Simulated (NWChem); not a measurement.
Species: CH5BrOSi; SMILES CO[SiH2]Br

```xyz
9

Si     0.9788    -0.5675     0.0391
Br    -0.1475     1.3600    -0.0084
O      0.0283    -1.8143    -0.4678
C     -1.1615    -2.2486     0.1383
H      2.1108    -0.4787    -0.9118
H      1.4209    -0.7573     1.4499
H     -1.0054    -2.5335     1.1945
H     -1.5267    -3.1318    -0.4057
H     -1.9423    -1.4693     0.1005
```
Atoms are numbered in this order, from 1.

Computed with NWChem. Geometry optimised at PBE0/def2-SVP; all other runs use it. This build's default masses of Se (78.918 u) and Br (79.917 u) are each other's, which moves their modes by up to 0.6 %.

| quantity | level | value |
|---|---|---|
| −ε(HOMO) (eV) | PBE/def2-SVP | 6.87 |
| isotropic polarisability (bohr³), static | PBE/def2-SVPD | 67.7 |
| solvation free energy (kcal/mol) in n-hexane | PBE0/def2-SVP, SMD | -3.0 |
| vertical, lowest state with f > 0.02, singlet (eV) | PBE/def2-SVPD, TDA | 6.38 |
| dipole (D) | PBE0/def2-SVP | 1.57 |
| highest harmonic frequency (cm⁻¹) | PBE0/def2-SVP | 3154 |
